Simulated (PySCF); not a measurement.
Problem. Give a PBE0-D3(BJ)/def2-SVP geometry of ortho-tolunitrile, `Cc1ccccc1C#N`.

Solution. 
```xyz
16
C8H7N angstrom
C      2.1899    1.0512   -0.0693
C      0.7503    0.6492   -0.1676
C     -0.2745    1.5962   -0.2174
C     -1.6125    1.2163   -0.3073
C     -1.9606   -0.1327   -0.3494
C     -0.9630   -1.0987   -0.3023
C      0.3819   -0.7129   -0.2125
C      1.4001   -1.7184   -0.1672
N      2.2322   -2.5255   -0.1312
H      2.2966    2.1437   -0.0478
H      2.6555    0.6396    0.8399
H      2.7701    0.6628   -0.9209
H     -0.0140    2.6570   -0.1849
H     -2.3903    1.9825   -0.3449
H     -3.0081   -0.4324   -0.4196
H     -1.2116   -2.1611   -0.3345
```

Any rigid rotation of these coordinates is as good. Atoms count from 1 in this order. The C–C distances run from 1.390 Å (C5–C6, aromatic) to 1.498 Å (C1–C2, drawn single), a spread of 0.108 Å. Of the pairs four or more bonds apart, C8···H12 is among the closest relative to their van der Waals radii: 2.85 Å, 98 % of the sum of Bondi's values. The 6-membered ring C2–C3–C4–C5–C6–C7 has internal angles of 117.5° to 121.5° (sum 720°, against 720° for a flat polygon); it is planar, 0.00 Å rms from its mean plane, widest ring torsion 0°. The 9 heavy atoms lie in one plane (0.001 Å rms).

Bonds between heavy atoms (Å): C1–C2 1.498, C2–C3 1.396, C3–C4 1.394, C4–C5 1.394, C5–C6 1.390, C6–C7 1.402, C7–C8 1.432, C8≡N9 1.160, C2–C7 1.412.

Theory: PBE0-D3(BJ)/def2-SVP geometry optimisation, gas phase (PySCF).

Point group: Cs (every atom within 0.08 Å of its image). Not checked by PBE0-D3(BJ)/def2-SVP frequencies.
